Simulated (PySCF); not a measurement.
silacyclobutane (C3H8Si), SMILES C1C[SiH2]C1. Atoms are numbered in the order given.

```xyz
12

C      1.3351    -0.1831     0.0000
C      0.3986     0.1530    -1.2047
Si    -1.0615    -0.0565     0.0000
C      0.3986     0.1530     1.2047
H      2.2971     0.3569     0.0000
H      1.5711    -1.2600     0.0000
H      0.5078     1.2057    -1.5138
H      0.5057    -0.4810    -2.0965
H     -1.6499    -1.4296     0.0000
H     -2.1781     0.9372     0.0000
H      0.5078     1.2057     1.5138
H      0.5057    -0.4810     2.0965
```
Charge 0, spin multiplicity 1.

The structure is a stationary point at B3LYP-D3(BJ)/def2-SVP.

Level of theory: PySCF with PBE0/pcSseg-1.

GIAO shieldings, no solvent; atoms listed in one row are averaged. δ = σ(ref) − σ: ¹³C against TMS (σ = 186.3 ppm); ²⁹Si against TMS (σ = 352.7 ppm); ¹H against TMS (σ = 31.56 ppm), references at their B3LYP-D3(BJ)/def2-TZVP geometries, non-relativistic.

Computed chemical shifts:
```
nucleus    atoms  count  δ (ppm)
-------  -------  -----  -------
¹³C           C1      1     27.9
¹³C       C2, C4      2     13.8
²⁹Si         Si3      1    -22.6
¹H       H9, H10      2     5.15
¹H            H5      1     2.70
¹H            H6      1     2.58
¹H       H11, H7      2     1.71
¹H       H8, H12      2     1.35
```
